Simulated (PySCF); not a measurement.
C5H8Si, SMILES C([C@H]1[C@@H]([SiH3])C1)#C.

The structure is a stationary point at ωB97X-D3(BJ)/def2-SVP. The structure was generated by enumeration; whether it is a known compound was not checked.

Calculation: TDA-CAM-B3LYP/def2-SVPD run with PySCF 2.14.0.

Vertical excitations. Gas-phase values at a fixed geometry.

```tsv
state	energy (eV)	λ (nm)	f	main pairs
S1	6.19	200	0.001	HOMO→LUMO 31 %, HOMO→LUMO+1 22 %, HOMO→LUMO+6 18 %, HOMO→LUMO+8 5 %
S2	6.58	188	0.011	HOMO→LUMO+5 22 %, HOMO→LUMO+2 18 %, HOMO−1→LUMO 15 %, HOMO−1→LUMO+1 12 %
S3	6.74	184	0.002	HOMO−1→LUMO+5 40 %, HOMO−1→LUMO+2 29 %
S4	7.31	170	0.026	HOMO→LUMO 45 %, HOMO→LUMO+3 21 %, HOMO→LUMO+4 13 %, HOMO→LUMO+1 10 %
S5	7.68	161	0.053	HOMO−1→LUMO 52 %, HOMO−1→LUMO+3 20 %, HOMO−1→LUMO+4 12 %
S6	7.88	157	0.003	HOMO→LUMO+3 22 %, HOMO→LUMO+4 16 %, HOMO→LUMO+6 15 %, HOMO→LUMO 14 %
S7	7.90	157	0.028	HOMO→LUMO+4 24 %, HOMO→LUMO+2 23 %, HOMO→LUMO+3 21 %, HOMO→LUMO+6 13 %
S8	8.06	154	0.031	HOMO→LUMO+2 24 %, HOMO→LUMO+3 23 %, HOMO→LUMO+5 13 %, HOMO→LUMO+1 8 %
S9	8.14	152	0.037	HOMO→LUMO+4 14 %, HOMO−1→LUMO+1 11 %, HOMO→LUMO+1 9 %, HOMO−1→LUMO+4 8 %
S10	8.22	151	0.025	HOMO→LUMO+1 27 %, HOMO→LUMO+4 15 %, HOMO→LUMO+5 13 %, HOMO−2→LUMO 7 %
T1	5.23	237	0	HOMO→LUMO+5 27 %, HOMO→LUMO+2 15 %, HOMO−1→LUMO+6 10 %, HOMO−1→LUMO 8 %
T2	5.65	219	0	HOMO→LUMO 20 %, HOMO→LUMO+6 17 %, HOMO→LUMO+1 16 %, HOMO−1→LUMO+5 8 %
T3	5.73	217	0	HOMO→LUMO+5 18 %, HOMO−1→LUMO+6 13 %, HOMO−1→LUMO 12 %, HOMO→LUMO+2 12 %
T4	6.41	193	0	HOMO−1→LUMO+5 35 %, HOMO−1→LUMO+2 22 %, HOMO→LUMO 9 %
```
Triplets are in the Tamm–Dancoff approximation.
